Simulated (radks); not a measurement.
Q: These are the eigenvalues of the occupied orbitals of an atom or ion with whole-number occupations (hartree). All-electron calculation, scalar-relativistic Kohn-Sham, PBE, spin-unpolarised, spherical densities, point nucleus. Program: a radial shooting solver on a logarithmic mesh with Libxc functionals.

orbital  eigenvalue
1s        -2537.829
2s        -487.1931
2p        -434.6249
3s        -157.0255
3p        -141.3461
3d        -123.5374
4s        -72.16967
4p        -66.33083

Which element is it, and in what charge state? The configuration may be excited.

A: Z = 73, tantalum, charge +38: Ta38+ in [Ar] 3d10 4s2 4p5. The list shows which subshells hold electrons but not how many an open one holds; the 1s level, -2537.8 hartree, gives Z - s = 71.2 by -(Z - s)^2/2, which with screening and relativity narrows Z to a few neighbours, and the depths of the outer levels then fix element, charge and occupations together.
